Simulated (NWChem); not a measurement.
Everything below was run with NWChem. System: H3BN, charge 0, spin multiplicity 2, at a geometry optimised with UPBE0/def2-SVP. The structure started from a generated list of species. Its SCF solution wasn't tested for a lower state. Level: UMP2/def2-TZVP, 2 core orbitals frozen.

NWChem printed:

```
             Northwest Computational Chemistry Package (NWChem) 7.3.0
             --------------------------------------------------------

                                NWChem Input Module
                                -------------------

 Scaling coordinates for geometry "geometry" by  1.889725989
 (inverse scale =  0.529177249)

 Turning off AUTOSYM since
 SYMMETRY directive was detected!

                             Geometry "geometry" -> ""
                             -------------------------

 Output coordinates in angstroms (scale by  1.889725989 to convert to a.u.)

  No.       Tag          Charge          X              Y              Z
 ---- ---------------- ---------- -------------- -------------- --------------
    1 B                    5.0000    -0.78188400     0.35144500     0.00000000
    2 N                    7.0000     0.51414400    -0.11508600     0.00000000
    3 H                    1.0000    -1.77111200    -0.34248200     0.00000000
    4 H                    1.0000     0.75721900    -1.10253400     0.00000000
    5 H                    1.0000     1.32430500     0.49339300     0.00000000

 Effective nuclear repulsion energy (a.u.)      27.7282369953

            Nuclear Dipole moment (a.u.)
            ----------------------------
        X                 Y               Z
 ---------------- ---------------- ----------------
    -0.0000000000     0.0000000000     0.0000000000

      Symmetry information
      --------------------

 Group name             Cs
 Group number              2
 Group order               2
 No. of unique centers     5

      Symmetry unique atoms

     1    2    3    4    5


 Summary of "ao basis" -> "" (spherical)
 ------------------------------------------------------------------------------
       Tag                 Description            Shells   Functions and Types
 ---------------- ------------------------------  ------  ---------------------
 *                         def2-tzvp                  on all atoms

 Summary of "ao basis" -> "ao basis" (spherical)
 ------------------------------------------------------------------------------
       Tag                 Description            Shells   Functions and Types
 ---------------- ------------------------------  ------  ---------------------
 B                         def2-tzvp                11       31   5s3p2d1f
 N                         def2-tzvp                11       31   5s3p2d1f
 H                         def2-tzvp                 4        6   3s1p
[...]
     2   0 2 0     -9.951684    -11.714837     -6.402418      8.165572
     2   0 1 1     -0.000000     -0.000000     -0.000000      0.000000
     2   0 0 2    -10.724325     -6.060030     -4.664295      0.000000

                   NWChem MP2 Semi-direct Energy/Gradient Module
                   ---------------------------------------------

  Basis functions       =     80
  Molecular orbitals    =     80
  Frozen core           =      2
  Frozen virtuals       =      0
  Active alpha occupied =      6
  Active beta occupied  =      5
  Active alpha virtual  =     72
  Active beta virtual   =     73
  Use MO symmetry       = T
  Use skeleton AO sym   = T

  AO/Fock/Back tols     =   1.0D-09  1.0D-09  1.0D-09

 GA uses MA = F    GA memory limited = T

 Available:
  local mem=  1.26D+08
 global mem=  1.44D+08
 local disk=  0.00D+00
  mp2_memr nvloc                    72
  nvloc new                    72
   1 passes of   6:        5242880                      34647                   4766997.
   1 passes of   6: M    126152813           G      144166400           F     120909933.

 Semi-direct pass number   1 of   1  for UHF alpha       at        2.0s
  vrange nnbf                  3238
  mp2_eaftype                    18  avail_ma_in_mb                  1099
 EAF : mp2_eaftype filesize          18    2383499.
  mp2_eaf for mointskh                     18
Node 0 wrote     11.2 Mb in      0.0 s     Agg I/O rate:  1038.3 Mb/s
 Done moints_semi at        3.5s
  mp2_eaftype                    18  avail_ma_in_mb                  1081
 EAF : mp2_eaftype filesize          18    2383499.
  mp2_eaf for kh                    18
 Done maket at        3.7s
 Done multipass loop at        3.7s

 GA uses MA = F    GA memory limited = T

 Available:
  local mem=  1.26D+08
 global mem=  1.44D+08
 local disk=  0.00D+00
  mp2_memr nvloc                    73
  nvloc new                    73
   1 passes of   5:        5242880                      31298                   4029381.
   1 passes of   5: M    126152813           G      144166400           F     120909933.

 Semi-direct pass number   1 of   1  for UHF beta        at        3.7s
  vrange nnbf                  3238
  mp2_eaftype                    15  avail_ma_in_mb                  1099
 EAF : mp2_eaftype filesize          15    2014690.
  mp2_eaf for mointskh                     15
Node 0 wrote      9.5 Mb in      0.0 s     Agg I/O rate:   581.4 Mb/s
 Done moints_semi at        5.2s
  mp2_eaftype                    15  avail_ma_in_mb                  1084
 EAF : mp2_eaftype filesize          15    2014690.
  mp2_eaf for kh                    15
 Done maket at        5.3s
 Done multipass loop at        5.3s

          -------------------------------------------
          SCF energy                 -80.886141748661
          Correlation energy          -0.287424113547
          Singlet pairs                0.000000000000
          Triplet pairs                0.000000000000
          Total MP2 energy           -81.173565862208
          -------------------------------------------

          ---------------------------------------------------
                    Spin Component Scaled (SCS) MP2
          Same spin pairs                     -0.065958108705
          Same spin scaling factor             0.333333333333
          Opposite spin pairs                 -0.221466004842
          Opposite spin scaling fact.          1.200000000000
          SCS-MP2 correlation energy          -0.287745242045
          Total SCS-MP2 energy               -81.173886990706
          ---------------------------------------------------

 -----------------------
 Performance information
 -----------------------

 Timer overhead =  1.36D-07 seconds/call

               Nr. of calls         CPU time (s)                 Wall time (s)                GFlops
             ---------------    -------------------     ------------------------------   -------------------
Name         Min   Avg   Max    Min     Avg     Max     Min     Avg     Max   Mx/calls   Min     Max     Sum
mp2: moin     2     2     2    3.1     3.1     3.1      3.1     3.1     3.1     1.5      0.0     0.0     0.0
mp2: make     2     2     2   0.19    0.19    0.19     0.19    0.19    0.19    9.71E-2   0.0     0.0     0.0
mp2: tota     1     1     1    3.4     3.4     3.4      3.4     3.4     3.4     3.4      0.0     0.0     0.0

 The average no. of pstat calls per process was 5.00D+00
 with a timing overhead of 6.81D-07s

 Task  times  cpu:        5.3s     wall:        5.3s

 Total times  cpu:        5.3s     wall:        5.3s
```

Question: Write an NWChem input that would produce this output.

Answer: This is not unique; one that fits is 
```
start mol
memory heap 200 mb stack 900 mb global 1100 mb
geometry units angstroms nocenter noautoz
  B     -0.781884     0.351445     0.000000
  N      0.514144    -0.115086     0.000000
  H     -1.771112    -0.342482     0.000000
  H      0.757219    -1.102534     0.000000
  H      1.324305     0.493393     0.000000
  symmetry group Cs
end
basis spherical
  * library def2-tzvp
end
scf
  uhf
  nopen 1
  maxiter 100
  thresh 1e-7
  semidirect memsize 60000000 filesize 0
  # guess.movecs holds the orbitals of an unrestricted PBE0 run
  vectors input guess.movecs output mol.movecs
end
mp2
  freeze core 2
end
task mp2 energy
```
